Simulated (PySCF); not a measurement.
Delta-SCF ions had no search for a lower state. Excitations are Tamm–Dancoff values on a coarser integration grid. The basis has no diffuse functions, so Rydberg states are missing or too high.

Cartesian coordinates (Å):
```xyz
10

C     -1.2279     0.0387    -0.0349
C      0.0733    -0.6633    -0.2788
C      1.2893    -0.1861    -0.0252
O      1.6109     1.0290     0.5047
H     -1.8610    -0.5269     0.6541
H     -1.1062     1.0367     0.3943
H     -1.7934     0.1603    -0.9628
H      0.0261    -1.6582    -0.7036
H      2.1834    -0.7590    -0.2312
H      0.8056     1.5290     0.6835
```
Charge 0, spin multiplicity 1.

Q: What vertical ionisation energy (Delta-SCF), HOMO, S1–T1 gap (TDA), S1 excitation (TDA) and HOMO–LUMO gap does M06-2X/def2-TZVP // B3LYP-D3(BJ)/def2-TZVP (PySCF 2.14.0) give?

A: 
```
Property                                   Value
--------------------------------------  --------
vertical ionisation energy (Delta-SCF)   8.95 eV
HOMO                                    -7.73 eV
S1–T1 gap (TDA)                          1.46 eV
S1 excitation (TDA)                      6.20 eV
HOMO–LUMO gap                            9.23 eV
```
